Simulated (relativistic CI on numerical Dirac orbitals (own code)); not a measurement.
What each ingredient does to the levels of In47+

Base calculation: Dirac-Coulomb-Breit CI, separate exchange-only KLI orbitals for each configuration, a model potential for QED, unscaled Slater integrals.

CI space: 1s², 1s2s, 1s2p, 1s3s, 1s3p, 1s3d, 1s4s, 1s4p, 1s4d, 1s4f, 1s5s, 1s5p, 1s5d, 1s5f, 1s5g, 1s6s, 1s6p, 1s6d. Levels of other configurations are missing.

The lowest level and the first level of each name with at least 55 % of one term (blank where a level has no safe partner in the second run):

```
    Level  Base (eV)  Shift (eV)
  1s² ¹S0        0.0         0.0
 1s2s ³S1    24586.6        +1.9
1s2p ³P°1    24655.3        +1.9
1s2p ³P°0    24657.3        +1.9
 1s2s ¹S0    24660.0        +1.9
1s2p ³P°2    24908.8        +1.9
1s2p ¹P°1    24940.7        +1.9
 1s3s ³S1    29213.4        +2.3
1s3p ³P°1    29232.2        +2.3
1s3p ³P°0    29232.7        +2.3
 1s3s ¹S0    29232.9        +2.3
1s3p ³P°2    29307.5        +2.3
 1s3d ³D2    29315.3        +2.3
 1s3d ³D1    29316.4        +2.3
1s3p ¹P°1    29316.6        +2.3
 1s3d ³D3    29339.5        +2.3
 1s3d ¹D2    29340.6        +2.3
 1s4s ³S1    30814.0        +2.6
1s4p ³P°1    30821.6        +2.6
1s4p ³P°0    30821.8        +2.6
 1s4s ¹S0    30821.9        +2.6
1s4p ³P°2    30853.4        +2.6
```

At this charge energies of transitions that change n are usually good to better than 1 %, and those within a shell (Δn = 0) to a few per cent.

Question: One thing was changed in a second run, which moved the levels as shown. Which?
A. P86 correlation estimate
B. configuration mixing switched off
C. one mean potential for all configurations
D. QED terms removed
E. non-relativistic limit
F. Breit term removed

Answer: A. P86 correlation estimate. A correlation estimate moves all levels of a configuration together before mixing; mixed levels move by a weighted share.

LS names give the leading component of a level, which can be under half, so a name can repeat, a term be missing and a line seem to break the LS rules.
